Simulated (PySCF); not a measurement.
BH₃OSe₂, SMILES OB([SeH])[SeH].

Coordinates come from a B3LYP-D3(BJ)/def2-SVP optimisation. One conformer was computed; it need not be the lowest.

Method: TDA-PBE/def2-SVPD run with PySCF.

Vertical excitations. The molecule is in vacuum. State labels are in the subgroup Cs.

Computed lowest excited states:
```
state  symmetry  energy (eV)  λ (nm)      f                            main pairs
-----  --------  -----------  ------  -----  ------------------------------------
S1           A"         4.44     279  0.000                        HOMO→LUMO 99 %
S2           A"         5.14     241  0.003    HOMO−1→LUMO 72 %, HOMO→LUMO+2 27 %
S3           A"         5.24     236  0.011    HOMO→LUMO+2 71 %, HOMO−1→LUMO 26 %
S4           A'         5.29     234  0.210                      HOMO→LUMO+1 90 %
S5           A"         5.54     224  0.000                      HOMO→LUMO+3 96 %
S6           A"         5.81     213  0.008                      HOMO→LUMO+4 94 %
S7           A"         5.94     209  0.001                    HOMO−1→LUMO+2 93 %
S8           A'         6.03     205  0.028  HOMO−2→LUMO 78 %, HOMO−1→LUMO+1 20 %
S9           A'         6.22     199  0.037  HOMO−1→LUMO+1 68 %, HOMO−2→LUMO 20 %
S10          A"         6.25     198  0.021                      HOMO→LUMO+5 93 %
T1           A"         4.25     292      0                        HOMO→LUMO 99 %
T2           A'         4.48     277      0                      HOMO→LUMO+1 99 %
T3           A"         4.90     253      0    HOMO→LUMO+2 57 %, HOMO−1→LUMO 41 %
T4           A"         5.03     247      0    HOMO−1→LUMO 55 %, HOMO→LUMO+2 42 %
```
Triplets are in the Tamm–Dancoff approximation.
